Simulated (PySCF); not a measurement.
Peak assignment

Numbering as in the mapped SMILES `[CH2:1]=[CH:2][B:3]1[O:4][BH:5][O:6][B:7]([CH3:8])[O:9]1`; H(Xn) means a hydrogen on atom n. Ha(C1) is cis to B3; Hb(C1) is trans to B3.

PySCF calculation with shieldings: GIAO B97-2/pcSseg-1, geometry: PBE0-D3(BJ)/def2-SVP and J: B3LYP/pcJ-1 (spin–dipole term only in couplings to heteroatoms); relativity neglected, one computed conformer, no solvent, one averaged value for each set of equivalent atoms.

Shifts are taken against calculated references (same method and geometry level): TMS for 13C and 1H.

Question: Assign these signals to the numbered atoms. 13C{1H} NMR (computed): δ 150.1 (CH2), 134.4 (CH), 0.0 (CH3).

Answer: 
| δ (ppm) | atoms | environment | reason |
| --- | --- | --- | --- |
| 150.1 | C1 | terminal =CH2 carbon | as expected for a trigonal carbon in a double bond |
| 134.4 | C2 | alkene CH | an sp2 carbon of a C=C bond |
| 0.0 | C8 | methyl carbon bonded to B | – |

Question: Assign these signals to the numbered atoms. 1H NMR (400 MHz, computed): δ 7.03 (dd, J = 21.0, 4.5 Hz, 1H), 6.60 (dd, J = 14.3, 4.5 Hz, 1H), 6.14 (dd, J = 21.0, 14.3 Hz, 1H), 4.47 (br, 1H), 0.57 (s, 3H).

Answer: 
| δ (ppm) | atoms | environment | reason |
| --- | --- | --- | --- |
| 7.03 | Ha(C1) | hydrogen on a terminal =CH2 carbon | olefinic region |
| 6.60 | Hb(C1) | hydrogen on a terminal =CH2 carbon | – |
| 6.14 | H(C2) | hydrogen on an alkene CH | a vinylic proton, deshielded by the sp2 carbon and the C=C anisotropy |
| 4.47 | H(B5) | hydrogen on a boron bonded to 2 O, in a 6-membered ring | – |
| 0.57 | H(C8) | hydrogen on a methyl carbon bonded to B | – |

Hydrogens on boron are broadened and split by 11B (spin 3/2, 80 %) and 10B (spin 3). A carbon bonded to boron is broadened by the quadrupolar boron nucleus and is often missing from a measured spectrum. Splittings below 1 Hz are ignored in the labels, and close J values are merged. Unscaled 3J(H,H) at this level run about 10 % above measured values. Shifts are as computed. Against solution values, carbons near 30 ppm lie about +1 ppm off and those near 130 ppm about +2 ppm. Of 1211 compounds with measured shifts, 218 miss one by over three times the rms of a fit or turn the order of signals round; such compounds aren't used in these exercises.
